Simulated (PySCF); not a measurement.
**Correlation energy of Ta (tantalum, neutral)**

[Xe] 4f14 5d3 6s2, high-spin 4F determinant. Calculation: PySCF 2.14, in def2-TZVPPD with the def2 core potential (60 electrons) (6s5p3d2f1g, 59 functions); a scalar-relativistic core potential. Frozen: nothing; 13 electrons correlated.

```
  level  correlation energy (mhartree)
   CCSD                        -291.81
    (T)                         -11.55
CCSD(T)                        -303.36
```

Diagnostics: T1 = 0.021, D1 = 0.0909, largest double amplitude 0.051.

Spin-orbit coupling, absent here, splits the open shell strongly.

Cost of the coupled-cluster step: of the order of 18 core-seconds, for 13 correlated electrons.

Iterations:

```
CC2 = 0
CCSD nocc = (np.int64(8), np.int64(5)), nmo = (59, 59)
frozen orbitals [[], []]
max_cycle = 100
direct = 0
conv_tol = 1e-08
conv_tol_normt = 1e-06
diis_space = 8
diis_start_cycle = 0
Init t2, MP2 energy = -0.283748264059295
Init E_corr(UCCSD) = -0.283748264060765
cycle = 1  E_corr(UCCSD) = -0.282680147569257  dE = 0.00106811649  norm(t1,t2) = 0.0819869
cycle = 2  E_corr(UCCSD) = -0.289459417572363  dE = -0.00677927  norm(t1,t2) = 0.0296581
cycle = 3  E_corr(UCCSD) = -0.291146470288912  dE = -0.00168705272  norm(t1,t2) = 0.0165816
cycle = 4  E_corr(UCCSD) = -0.291844147265563  dE = -0.000697676977  norm(t1,t2) = 0.00494038
cycle = 5  E_corr(UCCSD) = -0.291718054827558  dE = 0.000126092438  norm(t1,t2) = 0.00271372
cycle = 6  E_corr(UCCSD) = -0.291818253091226  dE = -0.000100198264  norm(t1,t2) = 0.000873002
cycle = 7  E_corr(UCCSD) = -0.291810761704265  dE = 7.49138696e-06  norm(t1,t2) = 0.000190707
cycle = 8  E_corr(UCCSD) = -0.291807228951854  dE = 3.53275241e-06  norm(t1,t2) = 5.73105e-05
cycle = 9  E_corr(UCCSD) = -0.291808324153689  dE = -1.09520183e-06  norm(t1,t2) = 2.1821e-05
cycle = 10  E_corr(UCCSD) = -0.291807963897745  dE = 3.60255943e-07  norm(t1,t2) = 6.78277e-06
cycle = 11  E_corr(UCCSD) = -0.291807892702425  dE = 7.11953207e-08  norm(t1,t2) = 2.39606e-06
cycle = 12  E_corr(UCCSD) = -0.291807985087141  dE = -9.2384716e-08  norm(t1,t2) = 9.2903e-07
cycle = 13  E_corr(UCCSD) = -0.291807972133105  dE = 1.29540356e-08  norm(t1,t2) = 1.8144e-07
cycle = 14  E_corr(UCCSD) = -0.291807973761999  dE = -1.6288938e-09  norm(t1,t2) = 5.75735e-08
UCCSD converged
E(UCCSD) = -56.58436542161803  E_corr = -0.2918079737619989
UCCSD(T) correction = -0.0115482523270532
```

The basis has no tight functions for the innermost shells, so their pair energies are far from complete.

This basis was not built for core-valence correlation, so the inner-shell part is incomplete.
